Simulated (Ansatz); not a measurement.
The first iterations of a band of C3H8FNSn (14 atoms, charge 0, multiplicity 1).

Method: Ansatz, RKS BHLYP-D4/def2-SVP.

* movable images: 7
* climbing image: yes
* spring: 5.0 eV/Å²
* optimiser: quadratic models (default)
* start path: IDPP
* force threshold: 0.05 eV/Å
* iteration limit: 39
* end points: relaxed

Image 0:

```xyz
14
Properties=species:S:1:pos:R:3
C -1.536 -1.337 1.743
N -0.907 -1.394 0.657
Sn 0.113 0.246 -0.035
C -0.803 0.980 -1.813
C 2.210 -0.132 -0.012
F -0.226 1.571 1.352
H -1.596 -0.450 2.392
H -2.081 -2.219 2.110
H -0.779 0.208 -2.584
H -1.841 1.237 -1.596
H -0.279 1.866 -2.174
H 2.437 -0.984 -0.655
H 2.759 0.743 -0.364
H 2.516 -0.363 1.010
```

Image 8:

```xyz
14
Properties=species:S:1:pos:R:3
C -1.401 -0.872 2.113
N -0.822 -1.196 1.046
Sn 0.103 0.229 -0.103
C -0.925 0.457 -1.955
C 2.210 -0.083 -0.104
F -0.214 1.862 0.911
H -1.463 0.152 2.511
H -1.896 -1.640 2.726
H -0.880 -0.477 -2.518
H -1.969 0.702 -1.752
H -0.474 1.256 -2.546
H 2.713 0.729 -0.633
H 2.564 -0.117 0.927
H 2.443 -1.030 -0.594
```

| iteration | highest image above the first end (eV) | largest band force component (eV/Å) |
| --- | --- | --- |
| 1 | 0.040 | 0.458 |
| 2 | 0.022 | 0.255 |

Q: Does the band converge within its limit, and where does its top end?

A: The forces met the threshold. It ended after 6 iterations with the highest image 0.000 eV above the first end. The top lies less than 8 meV above the higher end, about what the thresholds resolve: that end is a shoulder or a very shallow well. A vibrational analysis at the climbing image gives no mode beyond 40i cm⁻¹: the surface is too flat there to confirm a saddle point.

Time of the run: 4.6 min on 2 threads of Arm Neoverse V1, with other jobs on the host, peak memory 0.41 GiB.
